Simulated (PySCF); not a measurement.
Mapped SMILES: `[CH3:1][CH2:2][CH:3]1[CH2:4][Si:5]([F:6])([F:7])[CH2:8]1`. Each H is labelled by its parent atom. Ha(C4), Ha(C8) are cis to C2 on the ring; Hb(C4), Hb(C8) are trans to C2 on the ring.

- structure optimised with GFN2-xTB
- NMR shieldings at PBE0/pcSseg-1/GIAO
- run in PySCF 2.14
- fast rotation and ring inversion assumed for equivalent nuclei, isolated molecule, no relativistic terms, single conformer

Shifts are taken against calculated references (same method and geometry level): ¹³C (186.93 ppm), ¹H (31.72 ppm), ²⁹Si (349.16 ppm) vs TMS; CFCl3 for ¹⁹F (170.95 ppm).

```csv
atoms,nucleus,count,Hirshfeld charge,δ (ppm)
Ha(C4)/Ha(C8),¹H,2,0.04,1.71
C4/C8,¹³C,2,-0.17,40.4
C3,¹³C,1,-0.02,?
Si5,²⁹Si,1,0.53,?
H(C1),¹H,3,0.04,0.97
H(C3),¹H,1,0.04,1.50
F7,¹⁹F,1,-0.20,-133.7
H(C2),¹H,2,0.04,?
Hb(C4)/Hb(C8),¹H,2,0.04,?
C1,¹³C,1,-0.12,15.4
C2,¹³C,1,-0.06,36.6
F6,¹⁹F,1,-0.20,-144.7
```

Estimate the values marked ?.

## Answers


- C3: 26.2 ppm, sp3 CH in a ring; saturated and bonded to C and H only
- Hb(C4)/Hb(C8): 2.41 ppm, hydrogen on an sp3 CH2 bonded to Si
- H(C2): 1.35 ppm, hydrogen on an sp3 CH2; far from electronegative atoms and π systems
- Si5: -4.9 ppm, silicon bonded to 2 C, 2 F, in a 4-membered ring

Shifts are as computed. Against solution values, carbons near 30 ppm lie about +3 ppm off and those near 130 ppm about +5 ppm. Of 1309 compounds with measured shifts, 239 miss one by over three times the rms of a fit or turn the order of signals round; such compounds aren't used in these exercises. Unscaled 19F shifts against computed CFCl3 carry errors that often reach 10 to 50 ppm.
